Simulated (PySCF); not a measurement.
# Working with the constants of TlC

UHF-CCSD(T) constants of TlC, ⁴Σ⁻ (quartet), unpaired electrons σ ↑, π ↑↑ (basis Tl cc-pVDZ-PP with ECP60, C cc-pVDZ; scalar-relativistic core potentials; PySCF 2.14; masses 204.9744 and 12.0000 u):

* ωe: 430.3 cm⁻¹
* ωexe: 1.96 cm⁻¹
* Be: 0.27928 cm⁻¹
* αe: 0.00198 cm⁻¹
* D (centrifugal): 4.71e-07 cm⁻¹
* De to Tl + C: 2.29 eV

(1) Give the vibrational terms G(v) and spacings up to v = 6.

(2) How well does the Morse estimate ωe²/(4ωexe) reproduce De, and what is D0?

Correlated steps freeze 5 core orbitals. Correlated levels converge slowly with the basis: in double zeta they bind strong bonds too weakly, by up to about 1 eV, and carry superposition errors of some tenths. Spin–orbit coupling is left out, which matters for elements this heavy, above all for dissociation energies. The state was picked by a PBE0 search and need not be the measured ground state.

Results:

(1) G(v) = ωe(v+½) − ωexe(v+½)².

```tsv
v	G(v) (cm⁻¹)	G(v) − G(v−1)	Bv (cm⁻¹)
0	214.7		0.2783
1	641.0	426.4	0.2763
2	1063.5	422.5	0.2743
3	1482.0	418.5	0.2723
4	1896.7	414.6	0.2704
5	2307.4	410.7	0.2684
6	2714.1	406.8	0.2664
```

(2) It gives 2.93 eV, 128 % of the computed De. D0 = De − G(0) = 2.29 − 0.03 = 2.26 eV.
